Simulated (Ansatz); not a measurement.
CH9N3Si (`NCN[SiH2]N`). The species carries charge 0 and has multiplicity 1. The geometry is a stationary point of PBE0-D4/def2-TZVP. It is one conformer, not always the lowest.

```xyz
14

N     1.056    1.382   -1.839
C     0.414    0.240   -1.219
N    -0.293    0.655   -0.043
Si   -0.326   -0.182    1.452
N    -1.201   -1.649    1.622
H     1.776    1.751   -1.229
H     1.487    1.126   -2.719
H    -0.250   -0.203   -1.975
H     1.112   -0.557   -0.912
H    -0.934    1.415   -0.219
H     1.076   -0.567    1.764
H    -0.916    0.795    2.402
H    -2.206   -1.678    1.568
H    -0.794   -2.528    1.349
```

Problem. What is the dipole moment at B3LYP/def2-TZVPP? (Best estimate.)

Solution. The calculation gave: 1.81 D, with components (0.01, -1.18, -1.36) D in this frame, pointing from negative to positive charge.

Problem. And with PBE, r2SCAN, ωB97M-V? (An estimate is asked.)

Solution. Ansatz gave: PBE 1.80 D, r2SCAN 1.82 D, ωB97M-V 1.84 D.

Problem. Give the Mulliken charges with B3LYP, ωB97M-V, r2SCAN in def2-TZVPP. (Best estimate.)

Solution. The calculation gave: 
```tsv
atom	B3LYP	ωB97M-V	r2SCAN
N1	-0.34	-0.29	-0.37
C2	0.05	0.00	0.15
N3	-0.28	-0.28	-0.33
Si4	0.38	0.31	0.41
N5	-0.39	-0.35	-0.44
H6	0.13	0.11	0.14
H7	0.12	0.10	0.12
H8	0.08	0.11	0.04
H9	0.06	0.08	0.03
H10	0.12	0.10	0.14
H11	-0.10	-0.05	-0.10
H12	-0.09	-0.04	-0.09
H13	0.13	0.11	0.15
H14	0.13	0.11	0.16
```

B3LYP here is the variant with VWN-RPA as its local correlation; programs differ in this.
